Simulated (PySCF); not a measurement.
C4H5BO2, SMILES OB(C(=O)C)C#C.

Geometry: r2SCAN-D4/def2-SVP. This is a generated structure with no PubChem entry under its InChIKey; it may be hypothetical. Other conformers were not sampled.

Two levels are set side by side: TDA-PBE/def2-SVPD (PySCF) and TDA-CAM-B3LYP/def2-SVPD (PySCF). Vertical, same geometry. The lowest singlet is HOMO→LUMO 97 % with PBE and HOMO→LUMO+1 38 %, HOMO→LUMO 33 %, HOMO→LUMO+2 18 %, HOMO→LUMO+3 6 % with the other functional; states are paired by order. Differences are taken from unrounded values.

| quantity | TDA-PBE |
|---|---|
| lowest singlet excitation (eV) | 3.28 |
| lowest triplet excitation (TDA) (eV) | 2.66 |
| first bright state (f over 0.05) (eV) | 5.95 |
| its oscillator strength | 0.07 |

Q: These are the TDA-PBE values. What does TDA-CAM-B3LYP give? (An estimate is asked for; the answer gives what the named calculation found.)

A: 
```json
[
 {"quantity": "lowest singlet excitation (eV)", "TDA-CAM-B3LYP": "3.81", "TDA-PBE minus TDA-CAM-B3LYP": "-0.53"},
 {"quantity": "lowest triplet excitation (TDA) (eV)", "TDA-CAM-B3LYP": "3.14", "TDA-PBE minus TDA-CAM-B3LYP": "-0.48"},
 {"quantity": "first bright state (f over 0.05) (eV)", "TDA-CAM-B3LYP": "7.62", "TDA-PBE minus TDA-CAM-B3LYP": "-1.66"},
 {"quantity": "its oscillator strength", "TDA-CAM-B3LYP": "0.11", "TDA-PBE minus TDA-CAM-B3LYP": "-0.05"}
]
```

Functionals without exact exchange tend to place singlet excitations lower, as here. Differences between two approximate levels are no errors against the true value.

Rough cost on one machine, each run with all the roots and properties that it gave: TDA-CAM-B3LYP against TDA-PBE about 4 times.
